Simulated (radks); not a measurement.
All-electron atom: Pd22+ in [Ar] 3d6. All-electron calculation, scalar-relativistic Kohn-Sham, PBE, spin-unpolarised, spherical densities, point nucleus. Program: a radial shooting solver on a logarithmic mesh with Libxc functionals.

Normalised radial functions P(r) = r R(r), r in bohr:

```
   r/bohr * 2s, o 2p (the largest magnitude, 2.84, reaches the edge; | marks zero, & curves that meet)
 0.003701                             o      *
 0.004705                             |o      *
 0.006029                             |o        *
 0.007665                             |o         *
 0.009822                             | o         *
  0.01249                             |  o         *
    0.016                             |    o        *
  0.02034                             |      o     *
  0.02607                             |        o *
  0.03314                             |     *      o
  0.04246                             *                o
  0.05398                     *       |                    o
  0.06917            *                |                        o
  0.08794     *                       |                          o
   0.1127  *                          |                         o
   0.1433    *                        |                     o
   0.1836          *                  |               o
   0.2334                 *           |         o
   0.2991                        *    |   o
   0.3802                           * |o
   0.4872                             &
   0.6193                             &
   0.7936                             &
    1.009                             &
    1.293                             &
    1.644                             &
    2.106                             &
```

2s: eigenvalue -4317.3 eV, 1 radial node at r = 0.0421 bohr, <r> = 0.138 bohr, 90 % of the charge inside 0.213 bohr. 2p: eigenvalue -3955.8 eV, 0 radial nodes, <r> = 0.120 bohr, 90 % of the charge inside 0.195 bohr.
